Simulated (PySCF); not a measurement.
Problem. Give a PBE0-D3(BJ)/def2-SVP geometry of `C=C(Cl)/C(Cl)=C/OC`.

Solution. 
```
atom  x, y, z in Å
C1     2.8382   -0.2451    0.6605
C2     1.7143    0.4097    0.3453
Cl3    1.8082    2.1203   -0.0029
C4     0.3763   -0.1700    0.2593
Cl5    0.2364   -1.8634    0.5979
C6    -0.7393    0.5184   -0.0614
O7    -1.9400   -0.0505   -0.1272
C8    -3.0130    0.7933   -0.4680
H9     3.7942    0.2762    0.6998
H10    2.7982   -1.3118    0.8805
H11   -0.6652    1.5884   -0.2777
H12   -3.9174    0.1733   -0.4729
H13   -3.1385    1.6036    0.2702
H14   -2.8759    1.2342   -1.4701
```

Orientation and origin are arbitrary. Atoms count from 1 in this order. The C–O distances run from 1.330 Å (C6–O7, drawn single) to 1.407 Å (O7–C8, drawn single), a spread of 0.077 Å. Of the pairs four or more bonds apart, Cl3···H11 is among the closest relative to their van der Waals radii: 2.54 Å, 86 % of the sum of Bondi's values. The 3 C–C bonds span 1.338 Å (C1=C2, drawn double) to 1.461 Å (C2–C4, drawn single), a spread of 0.123 Å. The 8 heavy atoms lie in one plane (0.002 Å rms).

Bonds between heavy atoms (Å): C1=C2 1.338, C2–Cl3 1.748, C2–C4 1.461, C4–Cl5 1.733, C4=C6 1.349, C6–O7 1.330, O7–C8 1.407.

Method used: PBE0-D3(BJ)/def2-SVP geometry optimisation, gas phase in PySCF 2.14.0.

Point group: Cs (tolerance 0.08 Å). Not checked by PBE0-D3(BJ)/def2-SVP frequencies. The numbers are those of one conformer (C1–C2–C4–Cl5 0°, C4–C6–O7–C8 180°).

On Arm Neoverse V1, one thread, shared host with 32 logical CPUs at a one-minute load of 9.8, this took 48 s wall and 0.74 GiB of memory at its peak. These figures are those of the optimisation.
